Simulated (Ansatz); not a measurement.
CuCl2, 3 atoms. Hardware: 4 threads of Arm Neoverse V1 on a shared host.

Correlated methods freeze 19 core orbitals.

(1) How many basis functions does each of these Ansatz runs have, and roughly what does it cost? PBE0-D4/def2-TZVPD, charge 0 doublet, energy, from earlier orbitals; HF/def2-TZVP, charge 0 doublet, energy, from earlier orbitals; CCSD(T)/def2-TZVPP, charge 1 triplet at the geometry of the charge 0 doublet, energy, from earlier orbitals; PBE-D4/def2-TZVPD, charge -1 triplet at the geometry of the charge 0 doublet, energy, from earlier orbitals; CCSD(T)/def2-TZVPP, charge 0 doublet, energy, from earlier orbitals; r2SCAN-D4/def2-TZVPD, charge -1 triplet at the geometry of the charge 0 doublet, energy, from earlier orbitals; B2PLYP/def2-TZVP, charge 0 doublet, energy, from earlier orbitals; ωB97X-V/def2-TZVP, charge 0 doublet, energy, from earlier orbitals; r2SCAN0-D4/def2-TZVP, charge 0 doublet, energy, from earlier orbitals; r2SCAN-D4/def2-TZVPD, charge -1 singlet at the geometry of the charge 0 doublet, energy, from earlier orbitals; PBE-D4/def2-SVP, charge 0 doublet, energy, from earlier orbitals; r2SCAN-D4/def2-TZVP, charge 1 triplet at the geometry of the charge 0 doublet, energy, from earlier orbitals.

Answers

(1) Other jobs shared the machine, so times can vary by a factor of up to 3. A dash marks memory too small to be measured apart from the calling script's.

```tsv
run	functions	fitting or Cholesky vectors	wall time	peak host memory (GiB)
r2SCAN-D4/def2-TZVPD, charge -1 singlet at the geometry of the charge 0 doublet, energy, from earlier orbitals	140	1029	2.8 s	–
HF/def2-TZVP, charge 0 doublet, energy, from earlier orbitals	119	893	3.1 s	–
PBE-D4/def2-SVP, charge 0 doublet, energy, from earlier orbitals	67	774	5.5 s	–
r2SCAN-D4/def2-TZVP, charge 1 triplet at the geometry of the charge 0 doublet, energy, from earlier orbitals	119	965	6.5 s	–
PBE-D4/def2-TZVPD, charge -1 triplet at the geometry of the charge 0 doublet, energy, from earlier orbitals	140	1029	12 s	–
B2PLYP/def2-TZVP, charge 0 doublet, energy, from earlier orbitals	119	893	17 s	–
PBE0-D4/def2-TZVPD, charge 0 doublet, energy, from earlier orbitals	140	1164	19 s	0.71
CCSD(T)/def2-TZVPP, charge 0 doublet, energy, from earlier orbitals	148	949	24 s	1.3
r2SCAN-D4/def2-TZVPD, charge -1 triplet at the geometry of the charge 0 doublet, energy, from earlier orbitals	140	1029	28 s	–
r2SCAN0-D4/def2-TZVP, charge 0 doublet, energy, from earlier orbitals	119	893	39 s	–
CCSD(T)/def2-TZVPP, charge 1 triplet at the geometry of the charge 0 doublet, energy, from earlier orbitals	148	949	60 s	1.9
ωB97X-V/def2-TZVP, charge 0 doublet, energy, from earlier orbitals	119	893	67 s	0.57
```
